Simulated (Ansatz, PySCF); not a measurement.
Al(H)(Br)(vinyl) (C₂H₄AlBr), SMILES C=[CH][AlH][Br]. Atoms are numbered in the order given.

```xyz
8

Al    -0.6412     0.6426     0.0000
H     -2.2006     0.8782     0.0000
Br     0.1284    -1.4916     0.0000
C      0.6070     2.1256     0.0000
C      0.1397     3.3908     0.0000
H      1.6976     1.9921     0.0000
H      0.7987     4.2687     0.0000
H     -0.9351     3.6153     0.0000
```
Charge 0, spin multiplicity 1.

Geometry optimised at TPSSh-D3(BJ)/def2-SVP. The structure was generated by enumeration; whether it is a known compound was not checked. One conformer was computed; it need not be the lowest.

Vertical ionisation energy (IE) and electron affinity (EA) in eV. Rows of orbital energies are one-electron estimates. Where ΔSCF, EOM or ADC give a negative EA the extra electron is unbound and the value depends on the basis.

```json
[
 {"level": "−ε(HOMO), −ε(LUMO), r2SCAN/def2-TZVP (PySCF)", "IE": "7.15", "EA": "2.35"},
 {"level": "−ε(HOMO), −ε(LUMO), PBE/def2-TZVP (PySCF)", "IE": "6.84", "EA": "2.56"},
 {"level": "ΔSCF, CAM-B3LYP/def2-SVPD (Ansatz), final states of multiplicity 2 and 2", "IE": "10.34", "EA": "0.08"},
 {"level": "ΔSCF, PBE/def2-SVPD (Ansatz), final states of multiplicity 2 and 2", "IE": "9.64", "EA": "0.27"}
]
```

Problem. What vertical singlet–triplet gap does ΔSCF give with CAM-B3LYP/def2-SVPD (Ansatz, a program for electronic structure) and with PBE/def2-SVPD (Ansatz)? (Estimate from the structure and the level; the computed values follow.)

Solution. 3.95 and 3.97 eV (triplet above singlet where positive).
